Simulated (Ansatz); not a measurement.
Geometry optimisation, Ansatz, RKS PBE0-D4/def2-SVP.

Input file:

```yaml
crystal:
  periodic: [false, false, false]
  atoms:
    - { symbol: Al, position_ang: [-0.4989, 0.0809, -0.5015] }
    - { symbol: Br, position_ang: [0.9155, -2.3305, -0.1794] }
    - { symbol: O, position_ang: [-0.1473, 0.5481, -2.0226] }
    - { symbol: O, position_ang: [-1.8165, -0.0792, 0.4468] }
    - { symbol: H, position_ang: [1.722, -0.7257, 0.6811] }
    - { symbol: Se, position_ang: [1.4863, 1.1913, 1.157] }
    - { symbol: H, position_ang: [0.1254, 0.7297, -2.9084] }
    - { symbol: H, position_ang: [-2.6008, -0.1736, 0.9641] }
    - { symbol: H, position_ang: [0.8143, 0.759, 2.363] }
basis:
  gaussian: { orbitals: def2-SVP }
hamiltonian:
  xc: pbe0
  dispersion: d4
relax:
  f_tol: 0.15
  max_steps: 25
  restrain:
    - { distance: [0, 5], at: 2.41, k: 30.0 }
    - { distance: [4, 1], at: 1.51, k: 30.0 }
    - { distance: [0, 1], at: 3.71, k: 30.0 }
    - { distance: [4, 5], at: 2.81, k: 30.0 }
```

Launched with:

```bash
$ ansatz run input.yaml --threads 4 --pin off --max-ram 5120MiB --backend cpu --events-out ev --progress --plain --runs-dir out
```

Question: Where does it end, and by what steps?

Answer: The run converged. The restraints hold the end off the free minimum. After 9 steps the energy has fallen by 0.793 eV (the restraints' own energy left out); H5 moved furthest, 0.70 Å. Joined: Br2–H5 (1.99 → 1.48 Å).

```
step  energy less start (eV)  largest force component (eV/Å)  accepted
   0                  0.0000                           2.053       yes
   1                  0.1230                           2.268       yes
   2                 -0.2520                           2.035       yes
   3                 -0.5371                           0.856       yes
   4                 -0.6350                           0.964       yes
   5                 -0.6592                           0.951       yes
   6                 -0.7009                           0.902       yes
   7                 -0.7449                           0.871       yes
   8                 -0.7854                           0.860       yes
   9                 -0.7927                           0.866       yes
```

```xyz
9
Properties=species:S:1:pos:R:3
Al -0.579 0.531 -0.382
Br 1.392 -2.601 -0.143
O -0.430 0.605 -2.059
O -2.054 0.010 0.256
H 1.907 -1.376 0.506
Se 1.211 1.295 1.010
H 0.363 0.668 -2.591
H -2.348 0.023 1.166
H 0.537 0.844 2.238
```

The run took 51 s on 4 threads of Arm Neoverse N1 (shared host), peak memory 0.38 GiB.
